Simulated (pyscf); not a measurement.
Single points on ωB97X-D3(BJ)/def2-SVP structures (PySCF, gas phase). MP2 and CC: frozen core, UHF for open shells. ΔMP2 is the change of the MP2 total energy from the triple- to the quadruple-zeta basis.

Estimate the classical barrier height and the reaction energy of `[SiH3][Cl]` + `[SiH][Cl]` [singlet] → `[SiH3][SiH]([Cl])[Cl]` at CCSD(T)/def2-TZVPP + ΔMP2(QZVPP). The step runs on the singlet surface, breaks Cl–Si and forms Si–Si, Cl–Si; take the separated reactants as zero.

ΔE‡ = 3.1 kcal/mol, ΔE = -47.0 kcal/mol. Zero-point energy shifts the barrier by +1.4 kcal/mol. It is an insertion, with an imaginary mode of 291i cm⁻¹. On the reactant side the descent ends in a bound adduct, 9.2 kcal/mol under the separated species and 6.0 kcal/mol under the saddle at ωB97X-D3(BJ)/def2-TZVP. At ωB97X-D3(BJ) the barrier from the zero used here is -3.2 kcal/mol. This is the saddle that the search found; another between the same sides may lie lower. The CCSD(T) − MP2 part came from Ansatz, without density fitting, on the same reference.
